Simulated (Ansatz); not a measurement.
Consider the formal exchange of groups at a Te–Ge bond: `[OH][GeH2][TeH]` + `O[SiH](O)S` → `O[Si](O)(S)[TeH]` + `[OH][GeH3]`.

Isolated molecules relaxed with PBE0-D4/def2-TZVP in Ansatz; ΔE leaves out vibrations. CBS: MP2 limit from def2 TZ/QZ plus the TZ coupled-cluster correction, frozen cores. DFT in def2-TZVPP. def2 core potentials past Kr. For Ge, Te outer-core shells are correlated without core-valence functions, which leaves a few kJ/mol of doubt a bond. Scalar relativity is left out up to krypton. One conformer a species, not always the lowest.

```csv
level,ΔE (kJ/mol)
BHLYP-D4,12.0
HF/def2-TZVPP,21.9
```

Problem. What does CCSD(T)/CBS give? (An estimate is asked.)

Solution. Ansatz gave: +9.8 kJ/mol. The listed levels differ from it by 2.2, 12.1 kJ/mol.

Problem. What do rigid-rotor, harmonic-oscillator terms from PBE0-D4/def2-TZVP frequencies (298.15 K, 1 bar) make of the CCSD(T)/CBS value? (An estimate is asked.)

Solution. Ansatz gave: ΔZPE = -2.0 kJ/mol, ΔH = +8.3 kJ/mol, ΔS = -6 J/(mol·K), ΔG = +10.2 kJ/mol.

Largest T1 diagnostic among the species: 0.012.

Leaving LDA and LC-ωPBE aside and taking each functional with its dispersion term where it has one, the values, not all of them listed here, spread over 12.1 kJ/mol, from B97M-V to B2PLYP. LDA lies −6.2 kJ/mol from PBE without D4. In def2-TZVPP, CCSD(T) changes the Hartree–Fock value by −9.9 kJ/mol (the triples alone add −1.6 kJ/mol) and MP2 by −12.1 kJ/mol. The D4 term adds −7.2 kJ/mol with B3LYP and −3.9 kJ/mol with PBE0; it sums over pairs of atoms, weighted by their polarisabilities, and B3LYP, whose exchange is more repulsive, gets the larger term.

B3LYP here is the variant with VWN-RPA as its local correlation; programs differ in this.
